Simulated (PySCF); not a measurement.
## Al²⁺ (aluminium, charge +2) across methods

[Ne] 3s1, 2S determinant. Computed with PySCF 2.14 in aug-cc-pVQZ-DK, with scalar relativity by spin-free X2C-1e. The B2PLYP total includes its PT2 part (frozen core); its orbital energies are those of the SCF part.

```
   method  E (hartree)  mean ε 2p α (eV)  mean ε 2p β (eV)  mean ε 3s α (eV)  Σ⟨r²⟩ (bohr²)   ⟨S²⟩
CAM-B3LYP    -241.8982           -96.572           -96.356           -26.973          9.176  0.750
  r2SCANh    -241.8704           -93.942           -93.742           -25.060          9.232  0.750
      UHF   -241.46519           -108.01           -107.74           -28.111          9.333  0.750
     BP86    -241.9126           -90.776           -90.555           -24.610          9.180  0.750
     PBE0    -241.7842           -95.275           -95.022           -25.503          9.225  0.750
   r2SCAN    -241.8720           -92.274           -92.078           -24.674          9.234  0.750
      LDA    -240.8328           -90.718           -90.488           -24.597          9.186  0.750
      PBE    -241.7612           -90.641           -90.390           -24.486          9.218  0.750
```

Task: Estimate the same row for B2PLYP.

Result: E (hartree) = -241.7896; mean ε 2p α (eV) = -100.14; mean ε 2p β (eV) = -99.903; mean ε 3s α (eV) = -26.520; Σ⟨r²⟩ (bohr²) = 9.218; ⟨S²⟩ = 0.750.
